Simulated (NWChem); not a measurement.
System: C2H6BeO; SMILES C[CH2][Be][OH]

```xyz
10

Be     0.1856    -0.8434     0.0057
C      0.6511     0.7870     0.0024
C     -0.4935     1.8248     0.0112
H      1.2923     0.9651    -0.8756
H      1.3095     0.9686     0.8665
H     -1.1298     1.7194     0.8986
H     -1.1460     1.7169    -0.8642
H     -0.1174     2.8570     0.0060
O     -0.1877    -2.2094     0.0610
H     -0.3950    -2.8484    -0.6237
```
Atoms are numbered in this order, from 1.

Computed with NWChem. Coordinates come from a B3LYP/6-31G* (spherical d) optimisation. LC-ωPBE (HJS hole) with def2-SVP; x = 1 − exp(−ω/0.25 bohr⁻¹) is a scale chosen for this fit.

| row | x | −ε(HOMO) (eV) |
|---|---|---|
| ω = 0.10 | 0.330 | 7.79 |
| ω = 0.25 | 0.632 | withheld |
| ω = 0.35 | 0.753 | 10.26 |
| ω = 0.60 | 0.909 | 11.28 |
| ω = 0.80 | 0.959 | 11.62 |

Problem. Fit a straight line of the last column on the one before it, predict the withheld value, and compare with the run.

Solution. 
1. Means of the 4 shown rows: x = 0.7378, y = 10.237. Slope Σ(x − x̄)(y − ȳ)/Σ(x − x̄)² = 1.483/0.2448 = 6.058; intercept 5.768.
2. The shown rows scatter about the line by 0.042 (root mean square); the largest residual is -0.07, at ω = 0.35.
3. At x = 0.632 (ω = 0.25; inside the shown range) the line gives 9.60.
4. The run gives 9.50, -0.10 from the line, 2.4 times the scatter.
